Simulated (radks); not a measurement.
Question: These are the eigenvalues of the occupied orbitals of an atom or ion with whole-number occupations (eV). Calculated with a radial shooting solver on a logarithmic mesh with Libxc functionals: scalar-relativistic Kohn-Sham, PBE, spin-polarised, spherical densities, point nucleus.

1s: -5444.455
2s: -684.8788
2p: -585.2305
3s: -144.6846
3p: -117.4331

Which element is it, and in what charge state? The configuration may be excited. Open shells, if any, are filled with parallel spins first.

Answer: Z = 23, vanadium, charge +5: V5+ in [Ar]. The list shows which subshells hold electrons but not how many an open one holds; the 1s level, -200.08 hartree, gives Z - s = 20.0 by -(Z - s)^2/2, which with screening and relativity narrows Z to a few neighbours, and the depths of the outer levels then fix element, charge and occupations together.
